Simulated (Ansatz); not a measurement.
Relaxation of a periodic cell of 20 atoms, C19O (surface graphene monolayer, adsorbate CO), to a largest force component of 0.03 eV/Å in at most 60 steps.

Theory: DFT PBEsol, scalar-relativistic, plane waves, PAW (Ansatz). Settings: PAW set soft_1, cutoff 420 eV, k mesh 2x2x1, fermi-dirac smearing 0.05 eV, no spin polarisation.

```xyz
20
Lattice="7.3980 0.0000 0.0000 -3.6990 6.4069 0.0000 0.0000 0.0000 12.0000" Properties=species:S:1:pos:R:3
C 0.000 0.000 1.000
C 1.233 0.712 1.000
C -1.233 2.136 1.000
C 0.000 2.847 1.000
C -2.466 4.271 1.000
C -1.233 4.983 1.000
C 2.466 0.000 1.000
C 3.699 0.712 1.000
C 1.233 2.136 1.000
C 2.466 2.847 1.000
C 0.000 4.271 1.000
C 1.233 4.983 1.000
C 4.932 0.000 1.000
C 6.165 0.712 1.000
C 3.699 2.136 1.000
C 4.932 2.847 1.000
C 2.466 4.271 1.000
C 3.699 4.983 1.000
C -1.233 4.509 2.490
O -1.644 1.898 2.370
```

Where does it end, and by what steps?

It converged. The force dipped under the threshold on the way, but the program's further checks kept it going. Limits of this set-up: coarse k mesh, slab without dipole correction, no dispersion correction for a molecule that may bind weakly, PAW files made for another functional. After 31 steps the energy has fallen by 8.987 eV; O20 moved furthest, 2.47 Å. Parted: C3–O20 (1.45 → 3.77 Å), C6–C19 (1.56 → 3.35 Å). Joined: C19–O20 (2.65 → 1.13 Å).

```tsv
step	energy less start (eV)	largest force component (eV/Å)	accepted
0	0.0000	2.705	yes
2	-1.2438	1.203	yes
4	-1.7905	1.372	yes
6	-3.1978	2.872	yes
8	-4.3908	14.968	yes
10	-7.3754	2.238	yes
12	-8.5364	1.502	yes
14	-8.9362	0.267	yes
16	-8.9798	0.046	yes
18	-8.9846	0.330	yes
20	-8.9860	0.026	yes
22	-8.9863	0.232	yes
24	-8.9866	0.071	yes
26	-8.9868	0.081	yes
28	-8.9872	0.149	yes
30	-8.9873	0.015	yes
31	-8.9873	0.015	yes
```

```xyz
20
Lattice="7.3980 0.0000 0.0000 -3.6990 6.4069 0.0000 0.0000 0.0000 12.0000" Properties=species:S:1:pos:R:3
C -0.015 -0.072 0.800
C 1.224 0.643 0.799
C -1.245 2.068 0.800
C -0.016 2.778 0.799
C -2.476 4.199 0.799
C -1.245 4.909 0.798
C 2.454 -0.067 0.799
C 3.683 0.642 0.799
C 1.224 2.063 0.800
C 2.454 2.773 0.799
C -0.016 4.199 0.799
C 1.224 4.914 0.800
C 4.923 -0.073 0.800
C 6.153 0.637 0.800
C 3.683 2.063 0.799
C 4.923 2.778 0.799
C 2.454 4.204 0.800
C 3.683 4.914 0.800
C -1.429 4.385 4.106
O -1.225 3.300 4.366
```

Time of the run: 2.9 min on 1 thread of Arm Neoverse V2, with other jobs on the host, peak memory 0.65 GiB.
